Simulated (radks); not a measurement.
Nb I, 41 electrons, occupied as [Kr] 4d4 5s1. Calculated with a radial shooting solver on a logarithmic mesh with Libxc functionals: scalar-relativistic Kohn-Sham, LB94 model potential, spin-polarised, spherical densities, finite nucleus; open shells are filled with parallel spins first (spin-orbit coupling, left out, can overturn this in heavy ions); Fermi nuclear charge, rms radius 4.324 fm.

Normalised radial functions P(r) = r R(r), r in bohr:

| r | 4s up | 4p down |
|---|---|---|
| 0.00188 | 0.0571 | 0.0014 |
| 0.002528 | 0.0737 | 0.0023 |
| 0.003372 | 0.0935 | 0.0039 |
| 0.004497 | 0.1171 | 0.0066 |
| 0.005998 | 0.1440 | 0.0110 |
| 0.008064 | 0.1736 | 0.0186 |
| 0.01076 | 0.2008 | 0.0307 |
| 0.01434 | 0.2203 | 0.0497 |
| 0.01913 | 0.2227 | 0.0787 |
| 0.02572 | 0.1940 | 0.1220 |
| 0.03431 | 0.1219 | 0.1785 |
| 0.04576 | -0.0007 | 0.2448 |
| 0.06103 | -0.1612 | 0.3059 |
| 0.08205 | -0.3169 | 0.3313 |
| 0.1094 | -0.3741 | 0.2750 |
| 0.146 | -0.2490 | 0.1026 |
| 0.1947 | 0.0720 | -0.1704 |
| 0.2617 | 0.4504 | -0.4404 |
| 0.3491 | 0.5797 | -0.5086 |
| 0.4656 | 0.2665 | -0.2513 |
| 0.621 | -0.3792 | 0.2707 |
| 0.8349 | -0.9480 | 0.7892 |
| 1.114 | -1.0539 | 0.9849 |
| 1.485 | -0.7564 | 0.8259 |
| 1.981 | -0.3618 | 0.4919 |
| 2.663 | -0.1067 | 0.1989 |
| 3.552 | -0.0191 | 0.0541 |
| 4.738 | -0.0018 | 0.0087 |
| 6.319 | -0.0001 | 0.0007 |
| 8.496 | 0.0000 | 0.0000 |
| 11.33 | 0.0000 | 0.0000 |

4s up: eigenvalue -63.113 eV, 3 radial nodes at r = 0.0457, 0.184, 0.529 bohr, <r> = 1.15 bohr, 90 % of the charge inside 1.69 bohr. 4p down: eigenvalue -39.228 eV, 2 radial nodes at r = 0.164, 0.541 bohr, <r> = 1.30 bohr, 90 % of the charge inside 1.95 bohr.
